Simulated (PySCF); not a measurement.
The dipole of `CC1=NSC(C(F)(F)F)=C1` from its density and from atomic charges.

Coordinates (GFN2-xTB, Å) and charges (e) from the PBE0/pcSseg-1 density (PySCF):

```csv
atom,x,y,z,Mulliken,IAO,Hirshfeld,ESP-fitted
C1,-2.564,-0.113,-0.018,-0.1373,-0.4366,-0.1134,-0.5279
C2,-1.154,0.349,0.084,+0.0175,+0.1301,+0.0616,+0.5251
C3,-0.017,-0.477,-0.097,+0.0007,-0.1981,-0.0693,-0.2882
C4,1.124,0.260,0.068,-0.5744,-0.2244,-0.0691,-0.2183
C5,2.529,-0.203,-0.057,+0.9553,+0.8061,+0.2519,+0.6482
F6,3.347,0.367,0.840,-0.2665,-0.2779,-0.0955,-0.1947
F7,2.637,-1.530,0.110,-0.2645,-0.2778,-0.0879,-0.1925
F8,3.054,0.068,-1.267,-0.2665,-0.2798,-0.1042,-0.2006
S9,0.710,1.897,0.419,+0.5166,+0.5459,+0.1869,+0.2449
N10,-0.881,1.601,0.356,-0.4874,-0.4617,-0.1880,-0.4542
H11,-3.235,0.717,0.181,+0.1396,+0.1724,+0.0549,+0.1573
H12,-2.750,-0.910,0.700,+0.1379,+0.1604,+0.0539,+0.1509
H13,-2.757,-0.502,-1.016,+0.1385,+0.1609,+0.0539,+0.1535
H14,-0.045,-1.525,-0.326,+0.0907,+0.1804,+0.0644,+0.1965
```

**Question.** What dipole does each set of charges give (1 e·Å = 4.803 D), and what does the density give?

**Answer.** The full density gives (-1.96, -1.26, -0.22) D, 2.34 D in size; dipole vectors point from the negative to the positive end.

```tsv
scheme	μx	μy	μz	size (D)	share of the full size (%)	angle to the full dipole (°)
Mulliken	-3.47	-0.32	-0.05	3.48	149	28
IAO	-1.99	0.91	0.26	2.20	94	58
Hirshfeld	-1.29	0.04	0.10	1.29	55	36
ESP-fitted	-1.96	-1.26	-0.22	2.34	100	0
```

**Question.** Which set comes closest?

**Answer.** Length of the difference vector: ESP-fitted 0.00 D, Hirshfeld 1.50 D, Mulliken 1.79 D, IAO 2.22 D. Closest: ESP-fitted. ESP charges are fitted to the potential around the molecule, whose slowest-falling term is the dipole's. The schemes that divide the density aren't constrained to reproduce the dipole.

**Question.** What is left for the Hirshfeld atoms' own dipoles?

**Answer.** The shares of the density sum to the whole, so what Σ q r misses lies in dipoles about the nuclei. The atomic dipoles sum to (-1.96, -1.26, -0.22) − (-1.29, 0.04, 0.10) = (-0.67, -1.30, -0.32) D, 1.50 D in size.

**Question.** With the origin at the mean of the coordinates, (0.000, 0.000, -0.002) Å, which are the largest single terms, by size, of the IAO dipole along the direction of the full one?

**Answer.** C5 -7.74, C1 -4.63, S9 -4.35, F6 +4.11, F8 +3.32 D; all 14 atoms together +1.15 D. The single terms depend on the origin, their sum doesn't.

**Question.** Give the size of the full dipole in other units.

**Answer.** 2.34 D = 0.921 au = 0.487 e·Å = 7.81 × 10⁻³⁰ C·m.

Geometry: GFN2-xTB; no solvent, vibrations or thermal averaging.

Shape of the structure used: `[CH3:1][c:2]1[cH:3][c:4]([C:5]([F:6])([F:7])[F:8])[s:9][n:10]1`: C3–C4–C5–F6 -143°.
